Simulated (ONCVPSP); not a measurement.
# Configuration tests for magnesium (Mg) (ONCV)

| Quantity | Value |
| --- | --- |
| Element | Mg |
| Generator | ONCVPSP 4.0.1 |
| Type | optimised norm-conserving Vanderbilt (ONCV) |
| Functional | PBE |
| Relativity | scalar-relativistic |
| Frozen core | [He] |
| Valence charge | 10 |
| Reference configuration | 2s2 2p6 3s1.5 (charge +0.5) |
| Partial waves | 2s+3s: rc 1.30 bohr, ncon 4, nbas 9, qcut 10.6 1/bohr, 2 projectors; 2p: rc 1.25 bohr, ncon 5, nbas 8, qcut 13.5 1/bohr, 2 projectors, debl 0.5 Ha; d scattering state at 0.12 Ha: rc 1.35 bohr, ncon 4, nbas 7, qcut 7.6 1/bohr, 2 projectors, debl 1.4 Ha |
| Local potential | polynomial inside 1.15 bohr (lpopt 5, dvloc0 1 Ha) |
| Core correction | none |

In the p channel the program set the typed energies aside and used -1.870, 0.250 Ha.

Energies are relative to the spin-unpolarised reference configuration 2s2 2p6 3s1.5; without spin polarisation the order of configurations can differ from experiment.

```json
{"valence configuration": "2s2 2p6 3s2", "charge": "0", "ΔE all-electron (eV)": "-3.144", "error AE − PS (meV)": "0.0"}
{"valence configuration": "2s2 2p6 3s0", "charge": "+2", "ΔE all-electron (eV)": "19.841", "error AE − PS (meV)": "-1.1"}
{"valence configuration": "2s2 2p5 3s2", "charge": "+1", "ΔE all-electron (eV)": "55.397", "error AE − PS (meV)": "+249"}
```

What are ΔE and the potential's error for 2s2 2p6 3s1?

ΔE = 4.816 eV all-electron; the error (AE − PS) is -0.1 meV.
